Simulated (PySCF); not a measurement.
Input file for PySCF: R-HF/STO-3G on I2, a point of a bond scan (R = 2.695 Å).

```python
from pyscf import gto, scf, dft, mp
from pyscf.data.elements import chemcore

mol = gto.M(
    atom='''
    I    -0.00000000   -0.00000000   -1.34740410
    I     0.00000000    0.00000000    1.34740410
    ''',
    basis='sto-3g',
    charge=0, spin=0, verbose=3, max_memory=1800)
mf = scf.RHF(mol)
mf.conv_tol = 1e-8
mf.max_cycle = 100
mf.kernel()
if not mf.converged:
    mf = mf.newton().run(mf.mo_coeff, mf.mo_occ)
```

**Question.** Give the final energy of this run.

**Answer.** -13701.4056 hartree.
